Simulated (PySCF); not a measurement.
**Correlation energy of O (oxygen, neutral)**

[He] 2s2 2p4, high-spin 3P determinant. Computed with PySCF 2.14 in x2c-SVPall, with the spin-free X2C one-electron Hamiltonian (Gaussian nucleus). Frozen: 1s2; 6 electrons correlated.

MP2 pair energies summed by pair of shells (mhartree):

```tsv
pair	energy	share (%)
2p-2p	-49.35	48.7
2s-2p	-44.46	43.9
2s-2s	-7.58	7.5
```

Total MP2 correlation energy: -101.38 mhartree.

Same-spin part -25.87 and opposite-spin part -75.51 mhartree; SCS-MP2 scales them by 1/3 and 6/5 to -99.24 mhartree.

```json
{"level": "CCSD", "correlation energy (mhartree)": "-116.62"}
{"level": "(T)", "correlation energy (mhartree)": "-0.83"}
{"level": "CCSD(T)", "correlation energy (mhartree)": "-117.45"}
```

Diagnostics: T1 = 0.0034, D1 = 0.0067, largest double amplitude 0.054.

Cost of the coupled-cluster step: 0.07 s of wall time on 1 thread of Neoverse-V2 (shared host), for 6 correlated electrons.
